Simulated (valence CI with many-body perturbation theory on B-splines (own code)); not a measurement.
Which ion has this spectrum?

A relativistic CI+MBPT calculation for an atom or ion with 39 electrons gives these levels (cm⁻¹):

| J | Parity | E | g |
| --- | --- | --- | --- |
| 3/2 | even | 0 | 0.71 |
| 5/2 | even | 168531 | 1.05 |
| 3/2 | even | 188738 | 1.19 |
| 7/2 | even | 202921 | 1.05 |
| 9/2 | even | 204868 | 1.04 |
| 1/2 | even | 206515 | 1.84 |
| 5/2 | even | 279389 | 1.27 |
| 7/2 | even | 368089 | 1.11 |
| 9/2 | even | 383958 | 1.14 |
| 3/2 | even | 398456 | 1.12 |
| 1/2 | even | 408336 | 1.49 |
| 5/2 | even | 413506 | 1.28 |
| 11/2 | even | 416595 | 1.09 |
| 5/2 | even | 440880 | 1.10 |

The energies are calculated, and their last digits are not significant.

Question: Which is it?
A. Pt39+
B. Au40+
C. Hg41+
D. Os37+

Answer: A. Pt39+, ground level (4d3/2^3) J=3/2.
